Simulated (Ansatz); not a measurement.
[WOF4]- (WOF₄⁻). The state is a doublet with charge -1. Geometry r2SCAN-D4/def2-SVPD, basis def2-TZVPD, Ansatz.

| run | HOMO (eV) | LUMO (eV) |
| --- | --- | --- |
| A | 0.52 | 2.68 |
| B | 0.61 | 2.82 |
| C | -3.33 | 4.34 |
| D | -3.36 | 4.95 |
| E | 1.06 | 2.50 |
| F | -0.83 | 3.48 |

In the def2 sets W takes a core potential; there is no spin–orbit coupling. No other spin state of charge -1 was run.

HOMO and LUMO are taken over both spins.

The runs used B97M-V, PBE, PBE0, r2SCAN, ωB97M-V, ωB97X-V. Estimate which is which.

A B97M-V (0 % exact exchange); B r2SCAN (0 % exact exchange); C ωB97M-V (range-separated); D ωB97X-V (range-separated); E PBE (0 % exact exchange); F PBE0 (25 % exact exchange). Exact exchange lowers occupied and raises empty levels; among semilocal functionals meta-GGAs tend to open the gap a little, and such runs are hard to tell apart. The gap grows from 1.44 eV (PBE) to 8.31 eV (ωB97X-V). At B97M-V/def2-TZVPD, r2SCAN-D4/def2-TZVPD, PBE-D4/def2-TZVPD the highest occupied level of the charge -1 doublet lies above zero (up to 1.06 eV). By energy differences its removal costs 2.42 eV (vertical, to the charge 0 singlet, at PBE-D4/def2-TZVPD); a positive level beside a positive removal energy at the same level points to self-interaction error.
